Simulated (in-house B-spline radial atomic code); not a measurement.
Radial electron density of Hf+, [Xe] 4f13 5d1 6s2 7s1. Method: Dirac-Hartree-Fock, average of configuration, Fermi nucleus of rms radius 5.347 fm. Calculated with a B-spline radial code for spherical atoms.

Columns: r (bohr), 4πr²n(r) (electrons per bohr), bar.

```
0.000574    2.852 #
0.000731    4.218 #
0.000931    6.195 ##
 0.00119    9.072 ###
 0.00151       13 ####
 0.00192    18.45 ######
 0.00245    25.89 #########
 0.00312    35.48 ############
 0.00398    47.45 ################
 0.00506    61.15 #####################
 0.00645    75.78 ##########################
 0.00822    89.13 ##############################
  0.0105    98.52 #################################
  0.0133    101.4 ##################################
   0.017    97.64 #################################
  0.0216    91.38 ###############################
  0.0275    90.12 ##############################
  0.0351    100.5 ##################################
  0.0447    119.1 ########################################
  0.0569    130.7 ############################################
  0.0725    122.4 #########################################
  0.0924    104.4 ###################################
   0.118    103.1 ###################################
    0.15    117.5 ########################################
   0.191    110.8 #####################################
   0.243    76.48 ##########################
    0.31    58.59 ####################
   0.394    68.36 #######################
   0.502    65.97 ######################
    0.64    42.91 ##############
   0.815    24.08 ########
    1.04    15.62 #####
    1.32    9.876 ###
    1.68    4.895 ##
    2.14    2.322 #
    2.73    1.338 
    3.48     0.67 
    4.43   0.2789 
    5.65   0.2271 
    7.19   0.2003 
    9.16  0.09007 
    11.7  0.01695 
    14.9 0.001183 
    18.9 2.596e-05 
    24.1 1.127e-07
```

On this grid the curve has 4 maxima, near 0.0133, 0.0569, 0.15, 0.394 bohr.

The 4f7/2 radial function P(r) = rR(r), positive near the nucleus, with its small component Q(r) (sign convention: Q ≈ (P' + κP/r)/2c):

```csv
r (bohr),P,Q
0.0275,0.002535,-0.0001527
0.0447,0.01324,-0.0007628
0.0725,0.0593,-0.003202
0.118,0.2168,-0.01071
0.191,0.5835,-0.02557
0.31,1.08,-0.04041
0.502,1.255,-0.03827
0.815,0.8878,-0.02079
1.32,0.3763,-0.006622
2.14,0.08435,-0.001141
3.48,0.007147,-7.802e-05
```
